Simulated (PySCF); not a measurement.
C3H5ClGeO, SMILES [C](=C)([GeH2][CH]=O)Cl.

The structure is a stationary point at B3LYP-D3(BJ)/def2-SVP. The structure was generated by enumeration, and PubChem lists no compound with its InChIKey, so it may never have been made. Other conformers were not sampled.

Two levels are set side by side: PBE/def2-TZVP (PySCF) and ωB97X/def2-TZVP (PySCF). Same geometry, gas phase. Differences are taken from unrounded values.

| quantity | ωB97X |
|---|---|
| orbital gap (eV) | 9.99 |
| highest occupied level (eV) | -9.37 |
| lowest empty level (eV) | 0.62 |
| dipole moment (D) | 2.39 |
| mean polarisability (bohr³) | 80.4 |

What does PBE give, and how far is it from ωB97X? (The exact figures need the calculation; the answer reports its results.)


```tsv
quantity	PBE	PBE minus ωB97X
orbital gap (eV)	2.89	-7.10
highest occupied level (eV)	-5.72	3.65
lowest empty level (eV)	-2.83	-3.45
dipole moment (D)	1.95	-0.44
mean polarisability (bohr³)	85.6	5.2
```

PBE's occupied levels lie high since its potential decays too fast outside the molecule; exact exchange lowers them and widens the gap. PBE's more diffuse valence density responds more strongly to a field. Differences between two approximate levels are no errors against the true value.

Rough cost on one machine, each run with all the roots and properties that it gave: ωB97X against PBE within a factor of 2.
